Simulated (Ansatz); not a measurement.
Harmonic frequencies (cm⁻¹) at PBE0-D4/def2-TZVP from Ansatz: 166, 194, 358, 583, 713, 749, 773, 825, 1036, 1106, 1134, 1462, 2278, 3104, 3189.

**Question.** Which molecule is it?
A. `COC=S`
B. `[NH]1[SiH2][GeH2]1`
C. `[CH2]1[GeH2][Se]1`
D. `I[SiH]1CO1`

**Answer.** D.
